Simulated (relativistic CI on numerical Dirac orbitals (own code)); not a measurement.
## One change at a time: Sm³⁺

Base calculation: Dirac-Coulomb-Breit CI, separate exchange-only KLI orbitals for each configuration, QED by a radiative potential, valence Slater integrals scaled by 0.85, P86 correlation energy added to each configuration.

Configurations in the expansion (outside the closed core [Kr] 4d10 5s2): 4f5.5p6, 4f4.5p6.5d, 4f3.5p6.5d2, 4f4.5p6.6s, 4f4.5p6.6p, 4f6.5p5, 4f4.5p6.6d, 4f4.5p6.7s, 4f4.5p6.7p, 4f5.5p5.6s, 4f4.5p6.8s, 4f3.5p6.6s2. Levels of other configurations are missing.

Variants: (1) self-excluded LDA correlation estimate; (2) no correlation estimate; (3) only the first 3 configurations; (4) one mean potential for all configurations. Shifts of the energy above 4f5.5p6 6H°_5/2, in cm⁻¹, for the lowest level and the first level of each name with at least 55 % of one term (blank where a level changes its place among those of its configuration and J or its character, or is not in the variant):

| Level | Base | Δ(1) | Δ(2) | Δ(3) | Δ(4) |
| --- | --- | --- | --- | --- | --- |
| 4f5.5p6 6H°_5/2 | 0.0 | 0.0 | 0.0 | 0.0 | 0.0 |
| 4f5.5p6 6H°_7/2 | 1029.1 | -0.1 | +0.2 | +1.0 | -193.4 |
| 4f5.5p6 6H°_9/2 | 2228.2 | -0.1 | +0.4 | +2.1 | -397.7 |
| 4f5.5p6 6H°_11/2 | 3543.6 | -0.1 | +0.6 | +3.1 | -597.5 |
| 4f5.5p6 6H°_13/2 | 4933.5 | -0.1 | +0.6 | +4.0 | -783.7 |
| 4f5.5p6 6H°_15/2 | 6362.1 | -0.1 | +0.6 | +4.5 | -948.9 |
| 4f5.5p6 6F°_1/2 | 6606.5 | -0.1 | -1.3 | +143.1 | +206.5 |
| 4f5.5p6 6F°_3/2 | 6840.9 | 0.0 | -1.5 | +137.7 | +202.3 |
| 4f5.5p6 6F°_5/2 | 7330.6 | 0.0 | -1.7 | +133.0 | +156.6 |
| 4f5.5p6 6F°_7/2 | 8203.2 | 0.0 | -1.6 | +131.7 | +9.3 |
| 4f5.5p6 6F°_9/2 | 9397.9 | -0.1 | -1.3 | +134.9 | -196.4 |
| 4f5.5p6 6F°_11/2 | 10804.9 | -0.1 | -1.1 | +143.2 | -412.7 |
| 4f5.5p6 4F°_3/2 | 17779.5 | +2.3 | -10.9 | -4.1 | +1255.1 |
| 4f5.5p6 4M°_15/2 | 19090.5 | -0.5 | +3.9 | -79.6 | +1124.2 |
| 4f5.5p6 4G°_7/2 | 19223.3 | +2.0 | -10.0 | +39.9 | +1152.0 |
| 4f5.5p6 4I°_9/2 | 19511.8 | +1.0 | -5.5 | +56.4 | +1044.0 |
| 4f5.5p6 4I°_11/2 | 20013.3 | +0.8 | -4.3 | +55.1 | +1031.4 |
| 4f5.5p6 4M°_17/2 | 20850.7 | -0.7 | +5.2 | -96.5 | +721.1 |
| 4f5.5p6 4G°_9/2 | 21873.8 | +1.9 | -9.5 | +43.7 | +822.8 |
| 4f5.5p6 4M°_19/2 | 22346.2 | -0.8 | +5.8 | -106.1 | +444.9 |
| 4f5.5p6 4M°_21/2 | 23573.4 | -0.9 | +6.2 | -119.0 | +271.5 |
| 4f5.5p6 4L°_13/2 | 23646.0 | -0.3 | +0.4 | +87.7 | +978.9 |

For a near-neutral ion this model can misplace configurations by up to about 10,000 cm⁻¹ (more where the count of f electrons changes) and terms by 10 to 25 % of their spread. Rates follow the energies as ν³ (E1, M1) or ν⁵ (E2), so they and the lifetimes can be off by large factors. The fine structure of a lone outer electron comes out too small, for d and f at times inverted, and misplaced configurations move strength between like terms.

Ionisation energy from the two ground configurations alone: base 40.48 eV; self-excluded LDA correlation estimate 40.8 eV; no correlation estimate 38.94 eV. The NIST ASD value (semi-empirical) is 41.64 eV. The gap of more than 2 % comes from missing correlation, or from a tabulated value that is itself an estimate.

LS names give the leading component of a level, which can be under half, so a name can repeat, a term be missing and a line seem to break the LS rules.
